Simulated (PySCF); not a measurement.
## Frontier orbitals and the lowest excitations

Species: Ta(NMe)(NH2)3, CH₉N₄Ta (singlet state).
Structure used (PBE0-D3(BJ)/def2-SVP), in Å, numbered top down from 1:
```
atom  x, y, z in Å
Ta1   -0.009    0.002   -0.609
N2     0.002    0.000    1.166
C3     0.019   -0.018    2.582
H4     0.731    0.721    2.992
H5    -0.974    0.216    3.007
H6     0.317   -1.007    2.976
N7     1.887   -0.067   -1.253
H8     2.701   -0.341   -0.710
H9     2.201    0.347   -2.127
N10   -0.908    1.686   -1.218
H11   -1.398    1.772   -2.105
H12   -1.102    2.508   -0.654
N13   -1.019   -1.615   -1.225
H14   -0.831   -2.090   -2.105
H15   -1.649   -2.189   -0.673
```

Method used: TDDFT B3LYP/def2-SVPD, vertical, gas phase, core orbitals frozen in the response, def2 core potentials past Kr in PySCF 2.14.0, density-fitted response routines. Spin–orbit coupling is left out.

Frontier orbitals with the atoms that hold most of them (Löwdin shares over 4%, at most four atoms; ? is withheld):

```csv
orbital,ε (eV),atoms
HOMO-3,-7.56,"N7 34%, N10 24%, Ta1 20%, N2 4%"
HOMO-2,-6.56,"N10 27%, N13 27%, N7 24%, Ta1 5%"
HOMO-1,-6.38,"N2 47%, Ta1 18%, C3 11%, N10 6%"
HOMO,-6.37,"N2 47%, Ta1 18%, C3 11%, N13 6%"
LUMO,-0.20,?
LUMO+1,0.13,"Ta1 50%, C3 8%, N10 7%, N7 7%"
LUMO+2,0.18,"Ta1 55%, N7 11%, N2 9%, N13 8%"
```

(1) Give the leading atoms of the LUMO.

(2) How does S1 compare with the orbital gap of 6.18 eV?

## Answers

(1) Ta1 (bonded to 4 N) 47%; H9 (bonded to N) 6%; H11 (bonded to N) 6%; H14 (bonded to N) 6%. By element: tantalum 47%, hydrogen 19% or more.

(2) S1 is at 5.13 eV (f = 0.0012), 1.05 eV below the gap, made of HOMO-1/HOMO→LUMO+2 (≥51%), HOMO-1/HOMO→LUMO+3 (≥32%). Its leading pair isn't HOMO and LUMO; the energies of that pair differ by 6.55 eV. 

For S1 the Löwdin share of tantalum is 18% in HOMO and 55% in LUMO+2.

Next come S2 at 5.28 eV (f 0.0004), HOMO-1/HOMO→LUMO+3 (≥35%), HOMO-1/HOMO→LUMO+2 (≥32%), HOMO-1/HOMO→LUMO+1 (≥19%); S3 at 5.30 eV (f 0.0006), HOMO-1/HOMO→LUMO+3 (≥46%), HOMO-1/HOMO→LUMO+2 (≥43%); S4 at 5.36 eV (f 0.0061), HOMO-1/HOMO→LUMO (≥81%), HOMO-1/HOMO→LUMO+1 (≥14%); S5 at 5.38 eV (f 0.0074), HOMO-1/HOMO→LUMO (≥76%), HOMO-1/HOMO→LUMO+3 (≥11%).

Orbitals of the list HOMO-3 to LUMO+2 that lie within 0.01 eV of each other are written together with a slash and their weights summed (≥ marks a lower bound); for degenerate orbitals outside that list single weights are arbitrary.

Löwdin shares depend on the basis, the more so with diffuse functions.
